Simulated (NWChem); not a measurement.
Species: CH4ClFSi; SMILES FC[SiH2]Cl

```xyz
8

F      0.8696     1.9461    -0.2691
C     -0.1779     1.4968     0.5013
Si    -0.8595    -0.1353    -0.1727
Cl     0.5503    -1.6315     0.0465
H      0.1587     1.3760     1.5467
H     -0.9833     2.2558     0.5038
H     -1.1816     0.0024    -1.6181
H     -2.0744    -0.5011     0.6104
```
Atoms are numbered in this order, from 1.

Computed with NWChem. Medium grid unless said otherwise, to which SCAN and Minnesota functionals are sensitive. All runs use the structure optimised with PBE0/def2-SVP.

### Question
Estimate the computed values for MN15-L/def2-SVP. Quantities: highest occupied level (eV); orbital gap (eV); dipole (D).

### Answer
- highest occupied level (eV) = -7.66
- orbital gap (eV) = 7.57
- dipole (D) = 2.21
